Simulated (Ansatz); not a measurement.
Reaction (germylene formation by 1,1-elimination): `C[CH2][GeH]([CH2]C)[N](C)C` → `CCCC` + `C[N](C)[GeH]`

Computed with Ansatz on PBE0-D4/def2-TZVP structures; ΔE is electronic, products minus reactants. CBS: MP2 limit from def2 TZ/QZ plus the TZ coupled-cluster correction, frozen cores. DFT in def2-TZVPP. B3LYP here is the variant with VWN-RPA as its local correlation; programs differ in this. For Ge outer-core shells are correlated without core-valence functions, which leaves a few kJ/mol of doubt a bond. Scalar relativity is left out up to krypton. Each species was taken in one conformer, which may not be the lowest.

`C[CH2][GeH]([CH2]C)[N](C)C`:

```xyz
25

C     0.254    1.579    2.566
C    -0.009    1.622    1.066
Ge    0.733    0.107    0.065
C     1.194    0.600   -1.774
C    -0.013    1.055   -2.583
N    -0.566   -1.209   -0.044
C    -0.205   -2.407   -0.761
C    -1.330   -1.503    1.143
H     1.326    1.556    2.781
H    -0.183    0.692    3.031
H    -0.165    2.453    3.072
H     0.422    2.530    0.634
H    -1.081    1.663    0.855
H     1.999   -0.426    0.803
H     1.686   -0.253   -2.252
H     1.949    1.390   -1.717
H    -0.779    0.276   -2.624
H    -0.479    1.940   -2.143
H     0.263    1.308   -3.611
H     0.431   -3.095   -0.177
H    -1.107   -2.964   -1.047
H     0.330   -2.161   -1.682
H    -1.650   -0.583    1.636
H    -0.782   -2.112    1.883
H    -2.238   -2.060    0.877
```

`CCCC`:

```xyz
14

C     0.760   -1.791    0.056
C    -0.283   -0.698   -0.100
C     0.282    0.698    0.102
C    -0.760    1.791   -0.057
H     1.207   -1.769    1.054
H     0.330   -2.784   -0.093
H     1.570   -1.669   -0.668
H    -1.099   -0.862    0.614
H    -0.737   -0.761   -1.096
H     1.100    0.861   -0.611
H     0.735    0.762    1.098
H    -1.572    1.669    0.665
H    -1.204    1.770   -1.057
H    -0.330    2.784    0.093
```

`C[N](C)[GeH]`:

Z-matrix (Å, degrees):
```
C
N 1 1.445
H 1 1.098 2 111.1
H 1 1.098 2 111.1 3 -119.5
H 1 1.091 2 110.5 3 120.2
C 2 1.443 1 112.4 3 59.6
Ge 2 1.823 1 119.9 3 -120.4
H 6 1.098 2 110.9 1 -59.9
H 6 1.088 2 110.3 1 179.6
H 6 1.098 2 110.9 1 59.1
H 7 1.602 2 93.2 1 -180.0
```

```csv
level,ΔE (kcal/mol),difference from CCSD(T)/CBS
revPBE-D4,14.3,-4.8
B97M-V,17.1,-2.0
PBE0-D4,19.2,0.1
B3LYP-D4,13.7,-5.4
r2SCAN0-D4,20.9,1.8
BHLYP-D4,17.9,-1.2
ωB97X-V,20.5,1.4
ωB97M-V,17.5,-1.6
B2PLYP,13.6,-5.5
r2SCAN,17.1,-2.0
B3LYP,7.4,-11.7
BHLYP,12.4,-6.7
LC-ωPBE,20.4,1.3
RPA@PBE/def2-TZVPP,18.3,-0.8
SCS-MP2/def2-TZVPP,20.7,1.6
CCSD/CBS(def2),18.5,-0.6
CCSD(T)/CBS,19.1,0
```

Largest T1 diagnostic among the species: 0.016.

From PBE to PBE0 (25 % exact exchange), in def2-TZVPP and without D4, ΔE moves by +4.3 kcal/mol. Leaving LDA and LC-ωPBE aside and taking each functional with its dispersion term where it has one, the values, not all of them listed here, spread over 12.2 kcal/mol, from BLYP-D4 to PBE-QIDH. LDA lies +9.3 kcal/mol from PBE without D4. At CCSD(T), def2-SVP lies −5.7 kcal/mol from the extrapolated value and def2-TZVPP +2.1 kcal/mol.
